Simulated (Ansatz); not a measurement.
The cluster La₂O₂, relaxed as a triplet with UKS PBE0-D4/def2-TZVP in Ansatz, starting from the PBE0-D4/def2-TZVP geometry of the neutral singlet. Force threshold 0.02 eV/Å.

In the def2 sets La takes a core potential; there is no spin–orbit coupling. The relaxation made no stability test and no search for a lower SCF solution. At PBE0-D4/def2-TZVP a broken-symmetry singlet of charge 0 lies 0.10 eV below the triplet, each at its own geometry. The structure comes from a short search, and lower isomers may exist.

Start:

```xyz
4

La   -1.6192   -0.1515    0.2028
La    1.6194    0.1512   -0.2018
O    -0.0646    1.3035    0.4585
O     0.0644   -1.3032   -0.4594
```

(1) Estimate the energy that the relaxation releases and the steps that it takes.

(2) Does the start keep its bonding and symmetry?

(3) Predict the relaxed structure.

## Answers

(1) 0.6 kcal/mol, in 5 steps; 5.5 s on 4 threads of AMD EPYC 9B45 on a shared host. No frequencies were taken in this run, so the end may be a saddle point.

(2) By distances, no bond broke or formed. The bond that changes most is La1–O3, from 2.14 to 2.16 Å (atoms count from 1). Point group D2h at the start, D2h at the end, both within 0.05 Å.

(3) 
Cartesian coordinates in Å:
```
La -1.649 -0.154 0.206
La 1.650 0.154 -0.206
O -0.064 1.289 0.454
O 0.064 -1.288 -0.454
```
Bond lengths (bridged metal pairs left out): 4 × La–O 2.16 Å.
